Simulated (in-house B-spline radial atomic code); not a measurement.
Atomic self-consistent-field run: Gd III (Gd2+). Computed with a radial B-spline atomic code at the basis-set limit: Dirac-Kohn-Sham LDA VWN5, spherical fractional occupations, Fermi nucleus of rms radius 5.1569 fm, inside a hard spherical wall at 2.13 bohr.

Command:
```bash
python run_scf.py task.json out
```
Settings (nuclear radius in fm, mass in u):
```
Z                64
configuration    [Kr] 4d10 4f7 5s2 5p5 5d1 5f1
hamiltonian      dirac
method           lda,vwn
spin_polarised   False
nucleus          fermi
rms_radius       5.1569
atomic_mass      157.92411
speed_of_light   137.035999084
wall_radius      2.13
```

Output (hartree, bohr):
```
 radial grid: 58 intervals, B-splines of order 8, outer radius 2.13 bohr

 iter        energy (Eh)    residual
    1      -11259.475708    4.10e-01
    2      -11259.542605    2.32e-01
    3      -11260.443755    1.40e-02
    4      -11260.450391    5.31e-03
    5      -11260.450573    2.27e-03
    6      -11260.450635    7.19e-04
    7      -11260.450648    9.26e-05
    8      -11260.450648    4.85e-07

 total energy                    -11260.45065
 kinetic                           12318.4345
 electron-nucleus                 -27763.4196
 Hartree                            4428.7882
 exchange-correlation               -244.2539

 first-order corrections (not in the total)
   Gaunt                            11.6059
   retardation                      -1.2230
   frequency dependence             -0.1553
   self-energy                       8.1126
   Uehling                          -1.3091
   Wichmann-Kroll                    0.0413

 orbital      occ     eigenvalue          <r>       <r^2>       <1/r>     <1/r^3>       <r^4>       r_max    small
 1s1/2      2.000     -1836.2206    0.0219241  0.00065588     71.5839           - 1.14428e-06     0.01393  5.68e-02
 2s1/2      2.000      -302.2192     0.092818   0.0102305     17.0801           - 0.000181333     0.07924  1.25e-02
 2p1/2      2.000      -287.0576    0.0774878  0.00742273     17.0677           - 0.000112053     0.05982  1.26e-02
 2p3/2      4.000      -261.5181    0.0843267  0.00865696     15.0822     9895.39 0.000147122     0.06565  1.17e-02
 3s1/2      2.000       -66.1986     0.244351   0.0683623     6.22011           -  0.00707198      0.2247  3.96e-03
 3p1/2      2.000       -59.6050     0.233898   0.0636407     6.13985           -  0.00642359      0.2118  3.91e-03
 3p3/2      4.000       -54.3726     0.246995   0.0707459     5.63605     2095.02  0.00787862      0.2242  3.65e-03
 3d3/2      4.000       -42.9305     0.218962   0.0564613     5.51691     352.161  0.00570401      0.1779  3.54e-03
 3d5/2      6.000       -41.7895      0.22304   0.0584463     5.39168     313.042   0.0060765      0.1814  3.46e-03
 4s1/2      2.000       -12.6716     0.556094    0.349603     2.59069           -    0.178752      0.5174  1.25e-03
 4p1/2      2.000       -10.1141     0.568862    0.368922     2.48264           -    0.205032      0.5218  1.17e-03
 4p3/2      4.000        -8.9619     0.599727    0.409803     2.30802     462.222    0.253059      0.5487  1.08e-03
 4d3/2      4.000        -4.7504     0.640268    0.476646     2.07969     64.9131     0.37064      0.5579  9.07e-04
 4d5/2      6.000        -4.5456     0.651349     0.49304     2.03631     56.7949     0.39595      0.5668  8.81e-04
 4f5/2      3.000         0.4023     0.806008    0.778872     1.54781     8.14908     1.07398      0.5803  5.39e-04
 4f7/2      4.000         0.4295     0.811963    0.789283     1.53436     7.89369     1.09705      0.5857  5.32e-04
 5s1/2      2.000        -1.1866      1.19305     1.55273      1.1075           -     3.04967       1.187  3.44e-04
 5p1/2      1.667        -0.3356       1.2303     1.64924      1.0672           -      3.4056        1.25  3.34e-04
 5p3/2      3.333        -0.0779      1.25365      1.7118     1.04326     108.776     3.64535       1.293  3.36e-04
 5d3/2      0.400         1.4199      1.29372     1.83712     1.02293     19.1317     4.20121       1.396  3.54e-04
 5d5/2      0.600         1.4814      1.29603     1.84586     1.02265     17.4703     4.24621       1.405  3.58e-04
 5f5/2      0.429         3.6047       1.2237     1.76045     1.15072        6.15     4.33768       1.522  4.57e-04
 5f7/2      0.571         3.6265      1.22199     1.75747     1.15183     6.06933     4.33448       1.524  4.58e-04
```

Time taken, with all properties: 0.58 s on 1 thread of Arm Neoverse V2 (shared host).

For the Dirac Hamiltonian the kinetic term is c α·p + (β - 1)c².
